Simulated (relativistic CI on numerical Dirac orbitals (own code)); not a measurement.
# Electric-dipole transitions in Tc23+

These numbers are calculated, not measured: Dirac-Coulomb-Breit CI, KLI orbitals optimised for each configuration, a model potential for QED, unscaled Slater integrals (own radial code, finite nucleus).

CI space (outside the closed core [Ne]): 3s²3p⁶3d², 3s²3p⁵3d³, 3s3p⁶3d³, 3s²3p⁶3d4s, 3s²3p⁶3d4p, 3s²3p⁶3d4d, 3s²3p⁶3d4f, 3s²3p⁵3d²4s, 3s²3p⁵3d²4p, 3s²3p⁶4s², 3s²3p⁵3d²4d, 3p⁶3d⁴, 3p⁵3d⁵. Double excitations out of closed p, d and f shells are left out; levels of such configurations are missing from the list, as are those of other unlisted configurations, and high levels can miss mixing partners. These lack a partner that the ground configuration has and come out too high: 3s²3p⁵3d²4s, 3s²3p⁵3d²4p, 3s²3p⁵3d²4d.

| λ vac (Å) | Lower | Upper | A (s⁻¹) | gf | Branching (%) |
| --- | --- | --- | --- | --- | --- |
| 63.241 | 3s²3p⁶3d² ³F2 [1] | 3s²3p⁵3d³ ³D°1 [111] | 8.71e+11 | 1.57e+00 | 71.8 |
| 63.926 | 3s²3p⁶3d² ³F3 [2] | 3s²3p⁵3d³ ³D°2 [113] | 8.04e+11 | 2.46e+00 | 69.8 |
| 64.809 | 3s²3p⁶3d² ³F4 [3] | 3s²3p⁵3d³ ³D°3 [114] | 8.05e+11 | 3.55e+00 | 73.6 |
| 65.084 | 3s²3p⁶3d² ¹G4 [7] | 3s²3p⁵3d³ ¹F°3 [118] | 9.81e+11 | 4.36e+00 | 97.0 |
| 66.036 | 3s²3p⁶3d² ³F3 [2] | 3s²3p⁵3d³ ¹F°3 [108] | 2.24e+11 | 1.03e+00 | 45.1 |
| 66.325 | 3s²3p⁶3d² ¹G4 [7] | 3s²3p⁵3d³ ¹G°4 [115] | 1.02e+12 | 6.07e+00 | 95.2 |
| 66.473 | 3s²3p⁶3d² ³F4 [3] | 3s²3p⁵3d³ ³D°3 [110] | 1.77e+11 | 8.19e-01 | 41.3 |
| 66.968 | 3s²3p⁶3d² ³F4 [3] | 3s²3p⁵3d³ ³F°4 [109] | 7.72e+11 | 4.67e+00 | 92.0 |
| 67.571 | 3s²3p⁶3d² ³F3 [2] | 3s²3p⁵3d³ ³D°3 [105] | 2.41e+11 | 1.16e+00 | 74.4 |
| 68.232 | 3s²3p⁶3d² ³P2 [8] | 3s²3p⁵3d³ ³P°2 [112] | 4.33e+11 | 1.51e+00 | 89.6 |
| 68.519 | 3s²3p⁶3d² ¹S0 [9] | 3s²3p⁵3d³ ¹P°1 [119] | 6.17e+11 | 1.30e+00 | 65.7 |
| 68.906 | 3s²3p⁶3d² ³F2 [1] | 3s²3p⁵3d³ ¹D°2 [99] | 4.61e+11 | 1.64e+00 | 76.6 |
| 69.065 | 3s²3p⁶3d² ³F2 [1] | 3s²3p⁵3d³ ³F°2 [98] | 2.09e+11 | 7.48e-01 | 41.3 |
| 70.699 | 3s²3p⁶3d² ³F3 [2] | 3s²3p⁵3d³ ³F°3 [97] | 2.86e+11 | 1.50e+00 | 53.7 |
| 72.085 | 3s²3p⁶3d² ¹G4 [7] | 3s²3p⁵3d³ ¹H°5 [104] | 2.06e+11 | 1.76e+00 | 70.6 |
| 73.026 | 3s²3p⁶3d² ¹D2 [5] | 3s²3p⁵3d³ ³F°3 [97] | 2.04e+11 | 1.14e+00 | 38.3 |
| 73.492 | 3s²3p⁶3d² ³F4 [3] | 3s²3p⁵3d³ ³G°5 [95] | 8.89e+10 | 7.92e-01 | 96.9 |
| 74.746 | 3s²3p⁶3d² ³F3 [2] | 3s²3p⁵3d³ ³G°4 [83] | 1.76e+11 | 1.32e+00 | 84.6 |
| 76.039 | 3s²3p⁶3d² ³F4 [3] | 3s²3p⁵3d³ ¹H°5 [86] | 1.05e+11 | 9.99e-01 | 72.8 |
| 78.506 | 3s²3p⁶3d² ³F2 [1] | 3s²3p⁵3d³ ³G°3 [69] | 1.77e+11 | 1.15e+00 | 92.9 |

Terms are leading LS components. Brackets give the number of a level in order of energy, since labels repeat. The list gives strong lines, with weight on those to low levels, without lines whose two gauges differ by over a factor of 2.5, among the lowest 200 of 1192 levels, so that lines to higher ones, which can be the strongest, are missing. Levels whose partners in the same complex of configurations lie outside the list can be far off, and so can their lines. Rates are taken at the computed energies, electric ones in the length gauge.

At this charge energies of transitions that change n are usually good to better than 1 %, and those within a shell (Δn = 0) to a few per cent. Terms inside the open d or f shell come out 10 to 20 % too wide with unscaled integrals.

LS names give the leading component of a level, which can be under half, so a name can repeat, a term be missing and a line seem to break the LS rules.
